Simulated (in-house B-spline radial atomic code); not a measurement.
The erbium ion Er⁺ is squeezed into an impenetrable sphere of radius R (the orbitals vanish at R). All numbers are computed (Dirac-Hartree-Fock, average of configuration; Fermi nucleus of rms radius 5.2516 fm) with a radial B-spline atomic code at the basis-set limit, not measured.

Energies in eV above the free ion in [Xe] 4f12 6s1:

```json
{"R (bohr)": "7.49", "highest level (eV)": "-10.8", "[Xe] 4f12 6s1": "0.2246", "[Xe] 4f12 5d1": "2.721", "[Xe] 4f12 5f1": "11.32"}
{"R (bohr)": "6.71", "highest level (eV)": "-10.5", "[Xe] 4f12 6s1": "0.5306", "[Xe] 4f12 5d1": "2.867", "[Xe] 4f12 5f1": "12.94"}
{"R (bohr)": "5.2", "highest level (eV)": "-8.46", "[Xe] 4f12 6s1": "2.686", "[Xe] 4f12 5d1": "3.755", "[Xe] 4f12 5f1": "19.06"}
{"R (bohr)": "4.32", "highest level (eV)": "-4.2", "[Xe] 4f12 6s1": "7.297", "[Xe] 4f12 5d1": "5.65", "[Xe] 4f12 5f1": "26.8"}
{"R (bohr)": "3.87", "highest level (eV)": "0.551", "[Xe] 4f12 6s1": "12.87", "[Xe] 4f12 5d1": "8.191", "[Xe] 4f12 5f1": "33.78"}
{"R (bohr)": "3.23", "highest level (eV)": "15", "[Xe] 4f12 6s1": "32.57", "[Xe] 4f12 5d1": "18.77", "[Xe] 4f12 5f1": "53.45"}
{"R (bohr)": "2.66", "highest level (eV)": "47.1", "[Xe] 4f12 6s1": "87.98", "[Xe] 4f12 5d1": "54.38", "[Xe] 4f12 5f1": "101.7"}
{"R (bohr)": "2.08", "highest level (eV)": "136", "[Xe] 4f12 6s1": "296.2", "[Xe] 4f12 5d1": "209.6", "[Xe] 4f12 5f1": "277.8"}
{"R (bohr)": "1.64", "highest level (eV)": "324", "[Xe] 4f12 6s1": "888", "[Xe] 4f12 5d1": "695.5", "[Xe] 4f12 5f1": "785.7"}
{"R (bohr)": "1.58", "highest level (eV)": "368", "[Xe] 4f12 6s1": "1048", "[Xe] 4f12 5d1": "831.6", "[Xe] 4f12 5f1": "924.8"}
```

(1) Does [Xe] 4f12 5d1 fall below [Xe] 4f12 6s1 under compression?

(2) Does [Xe] 4f12 5f1 fall below [Xe] 4f12 6s1 under compression?

The highest level is first positive in the row R = 3.87 bohr, pushed up by confinement above the zero of the free ion's potential. Each configuration is held fixed and needn't be the lowest in the sphere.

Answers

(1) Yes, between R = 5.2 and 4.32 bohr the order changes (near 4.85 bohr by linear interpolation).

(2) Yes, between R = 2.66 and 2.08 bohr the order changes (near 2.41 bohr by linear interpolation).
